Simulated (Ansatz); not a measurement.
`B[CH2][Al]([CH3])[SiH3]` + `BCl` → `BCBCl` + `[CH3][AlH][SiH3]`  (formal exchange of groups at a C–Al bond)

Isolated molecules relaxed with PBE0-D4/def2-TZVP in Ansatz; ΔE leaves out vibrations. CCSD(T)/CBS adds triple-zeta CCSD(T) − MP2 to the extrapolated MP2 energy (def2 sets, frozen cores). This one scheme is used for every species. One conformer a species, not always the lowest.

```tsv
species	MP2/def2-TZVPP energy (Eh)
`B[CH2][Al]([CH3])[SiH3]`	-637.80794
`BCl`	-485.68503
`BCBCl`	-550.27964
`[CH3][AlH][SiH3]`	-573.20550
```

Question: Work out ΔE.

Answer: ΔE = (-550.27964) + (-573.20550) − (-637.80794) − (-485.68503) = 0.00783 Eh = +4.9 kcal/mol. CCSD(T)/CBS gives +4.5 kcal/mol.

Largest T1 diagnostic among the species: 0.012.

From BLYP to BHLYP (50 % exact exchange), in def2-TZVPP and without D4, ΔE moves by −1.1 kcal/mol. The D4 term adds +0.7 kcal/mol with B3LYP and +0.5 kcal/mol with PBE0; it sums over pairs of atoms, weighted by their polarisabilities, and B3LYP, whose exchange is more repulsive, gets the larger term. In def2-TZVPP, CCSD(T) changes the Hartree–Fock value by +3.5 kcal/mol (the triples alone add +0.7 kcal/mol) and MP2 by +3.9 kcal/mol.

B3LYP here is the variant with VWN-RPA as its local correlation; programs differ in this.
